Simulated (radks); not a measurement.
Q: The mean radii <r> (bohr) of the occupied orbitals of an atom or ion are listed with their occupations. All-electron calculation, Dirac Kohn-Sham, LDA (Slater exchange, Perdew-Wang correlation), spin-unpolarised, spherical densities, finite nucleus; Fermi nuclear charge, rms radius of each element as measured or else 0.836 A^(1/3) + 0.57 fm. Program: a radial shooting solver on a logarithmic mesh with Libxc functionals.

| orbital | occ. | <r> |
|---|---|---|
| 1s1/2 | 2 | 0.01805 |
| 2s1/2 | 2 | 0.07564 |
| 2p1/2 | 2 | 0.06248 |
| 2p3/2 | 4 | 0.07056 |
| 3s1/2 | 2 | 0.1971 |
| 3p1/2 | 2 | 0.1871 |
| 3p3/2 | 4 | 0.2020 |
| 3d3/2 | 4 | 0.1765 |
| 3d5/2 | 6 | 0.1811 |
| 4s1/2 | 2 | 0.4408 |
| 4p1/2 | 2 | 0.4451 |
| 4p3/2 | 4 | 0.4788 |
| 4d3/2 | 4 | 0.4936 |
| 4d5/2 | 6 | 0.5050 |
| 5s1/2 | 2 | 1.033 |
| 5p1/2 | 2 | 1.128 |
| 4f5/2 | 6 | 0.5752 |
| 5p3/2 | 4 | 1.226 |
| 4f7/2 | 8 | 0.5839 |
| 5d3/2 | 1.6 | 1.653 |
| 5d5/2 | 2.4 | 1.699 |

Name the element and its charge. Open shells, if any, are shared by 2j + 1.

A: Z = 75, rhenium, charge +3: Re3+ in [Xe] 4f14 5d4. The 1s radius gives Z: for a bare nucleus <r> = (2 gamma + 1)/(2Z) with gamma = sqrt(1 - (Z/c)^2), 0.01783 bohr for Z = 75, and screening makes it slightly larger (0.01805 here). The occupations add up to 72, and the charge is Z minus that.
